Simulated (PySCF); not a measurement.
Isomers of C5H15N2PSi, mass 162.074 u with the commonest isotopes. Method used: PBE0/pcSseg-1 in PySCF (dipole) on a GFN2-xTB geometry, gas phase. One conformer each, none proved a minimum here; rigid rotors.

Question: Order these by out-of-plane moment Σ m c² = (Ia + Ib − Ic)/2, smallest first.
A. `[CH3:1][SiH2:2][P:3]1[N:4]([CH3:5])[CH2:6][CH2:7][N:8]1[CH3:9]` with C1–Si2–P3–N4 175°, Si2–P3–N4–C5 -72°, P3–N4–C6–C7 30°, N4–C6–C7–N8 -3°, C6–C7–N8–C9 -165°
B. `[CH2:1]=[N:2][Si@:3]([NH2:4])([PH2:5])[C:6]([CH3:7])([CH3:8])[CH3:9]` with C1–N2–Si3–N4 132°, N2–Si3–N4–H -73° and 62°, N2–Si3–P5–H 156° and 64°
C. `[CH3:1][C@@H:2]1[C@@H:3]([SiH3:4])[P@:5]1(=[NH:6])[N:7]([CH3:8])[CH3:9]` with C3–P5–N7–C8 -148°

Answer: A (83.59 u·Å²), C (117.46 u·Å²), B (161.43 u·Å²).

Question: Order these by rotational constant C, largest first.
A. `[CH3:1][SiH2:2][P:3]1[N:4]([CH3:5])[CH2:6][CH2:7][N:8]1[CH3:9]` with C1–Si2–P3–N4 175°, Si2–P3–N4–C5 -72°, P3–N4–C6–C7 30°, N4–C6–C7–N8 -3°, C6–C7–N8–C9 -165°
B. `[CH3:1][C@@H:2]1[C@@H:3]([SiH3:4])[P@:5]1(=[NH:6])[N:7]([CH3:8])[CH3:9]` with C3–P5–N7–C8 -148°
C. `[CH2:1]=[N:2][Si@:3]([NH2:4])([PH2:5])[C:6]([CH3:7])([CH3:8])[CH3:9]` with C1–N2–Si3–N4 132°, N2–Si3–N4–H -73° and 62°, N2–Si3–P5–H 156° and 64°

Answer: C (848.5 MHz), A (764.5 MHz), B (733.7 MHz).

Question: Order these by rotational constant A, largest first.
A. `[CH3:1][SiH2:2][P:3]1[N:4]([CH3:5])[CH2:6][CH2:7][N:8]1[CH3:9]` with C1–Si2–P3–N4 175°, Si2–P3–N4–C5 -72°, P3–N4–C6–C7 30°, N4–C6–C7–N8 -3°, C6–C7–N8–C9 -165°
B. `[CH3:1][C@@H:2]1[C@@H:3]([SiH3:4])[P@:5]1(=[NH:6])[N:7]([CH3:8])[CH3:9]` with C3–P5–N7–C8 -148°
C. `[CH2:1]=[N:2][Si@:3]([NH2:4])([PH2:5])[C:6]([CH3:7])([CH3:8])[CH3:9]` with C1–N2–Si3–N4 132°, N2–Si3–N4–H -73° and 62°, N2–Si3–P5–H 156° and 64°

Answer: B (1668 MHz), A (1445 MHz), C (1298 MHz).

```tsv
SMILES	point group	Ia (u·Å²)	Ib (u·Å²)	Ic (u·Å²)	κ	μa (D)	μb (D)	μc (D)
C=N[Si@](N)(P)C(C)(C)C	C1	389.40	529.10	595.64	-0.53	0.61	0.71	0.90
C[SiH2]P1N(C)CCN1C	C1	349.72	478.50	661.04	-0.14	0.21	0.45	1.28
C[C@@H]1[C@@H]([SiH3])[P@]1(=N)N(C)C	C1	303.06	620.66	688.80	-0.83	1.54	0.33	2.69
```
